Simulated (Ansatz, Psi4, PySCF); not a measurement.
C5H14Si (SMILES CC(C)[SiH](C)C), singlet, geometry from GFN2-xTB, atoms displaced at random by about 0.08 Å a coordinate. Base run: R2SCAN/STO-3G, gradient run with PySCF.

The PySCF input:
```python
from pyscf import gto, scf, dft

mol = gto.Mole()
mol.atom = '''
    Si    0.81741264    0.12372124   -0.45665955
    C     1.35202049    1.82082288    0.33712800
    C     2.00521265   -1.17894913   -0.07799437
    C    -1.03423715   -0.30344017    0.17616506
    C    -2.10815591    0.72343302    0.08813740
    C    -1.30572093   -1.62065702   -0.23131168
    H     0.56674567    0.43650241   -1.87475983
    H     1.35403794    1.61116428    1.50148198
    H     0.69532279    2.80963069    0.18203582
    H     2.35557455    2.10649503    0.17077100
    H     2.97971654   -0.84597174   -0.45740850
    H     1.59002238   -2.10933381   -0.54348296
    H     2.15433616   -1.40856370    1.00443155
    H    -1.02931944   -0.46388227    1.31313488
    H    -2.89628333    0.39722110    0.66298948
    H    -2.16384720    0.94407857   -0.98024197
    H    -1.67717441    1.78451346    0.59415511
    H    -1.60217149   -1.58548901   -1.22516177
    H    -0.89284520   -2.47608120    0.10329791
    H    -2.56855957   -1.89505097    0.15998793
'''
mol.basis = 'sto-3g'
mol.verbose = 4
mol.build()

mf = dft.RKS(mol)
mf.xc = 'r2scan'
mf.kernel()
g = mf.nuc_grad_method()
grad = g.kernel()
```

Programs used: Ansatz (an electronic-structure program), Psi4, PySCF; a row that names a program was run with it.

The coordinate followed is x of atom 13.

The base run was repeated with changes; each row names its change, and settings that it needs were set with it.

```tsv
change	dE/dx (Eh/bohr)	net force (Eh/bohr)
base	0.007717	0.001175
density fitting = on	0.007715	0.001175
code = psi4	0.007710	0.000392
grid_response = on	0.007716	0.000000
finite difference step (bohr) = 0.01; conv_tol = 1e-11	0.007717	-
grids.level = 0; grid_response = on	0.006899	0.000000
code = ansatz	0.007715	0.000000
finite difference step (bohr) = 0.2; conv_tol = 1e-11	0.007991	-
grids.level = 1; grid_response = on	0.007707	0.000000
finite difference step (bohr) = 1e-3; conv_tol = 1e-11	0.007716	-
conv_tol = 1e-4	0.007700	0.001175
finite difference step (bohr) = 1e-5; conv_tol = 1e-11	0.007716	-
```

The net force is zero for an exact gradient.
